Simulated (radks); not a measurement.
Question: The mean radii <r> (bohr) of the occupied orbitals of an atom or ion are listed with their occupations. All-electron calculation, scalar-relativistic Kohn-Sham, LDA (Slater exchange, Perdew-Wang correlation), spin-polarised, spherical densities, point nucleus. Program: a radial shooting solver on a logarithmic mesh with Libxc functionals.

| orbital | occ. | <r> |
|---|---|---|
| 1s up | 1 | 0.07702 |
| 1s down | 1 | 0.07702 |
| 2s up | 1 | 0.3655 |
| 2s down | 1 | 0.3655 |
| 2p up | 3 | 0.3284 |
| 2p down | 3 | 0.3283 |
| 3s up | 1 | 1.157 |
| 3s down | 1 | 1.156 |
| 3p up | 3 | 1.271 |
| 3p down | 3 | 1.266 |
| 4s up | 1 | 3.537 |

Name the element and its charge. Open shells, if any, are filled with parallel spins first.

Answer: Z = 20, calcium, charge +1: Ca+ in [Ar] 4s1. The 1s radius gives Z: for a bare nucleus <r> = (2 gamma + 1)/(2Z) with gamma = sqrt(1 - (Z/c)^2), 0.07446 bohr for Z = 20, and screening makes it slightly larger (0.07702 here). The occupations add up to 19, and the charge is Z minus that.
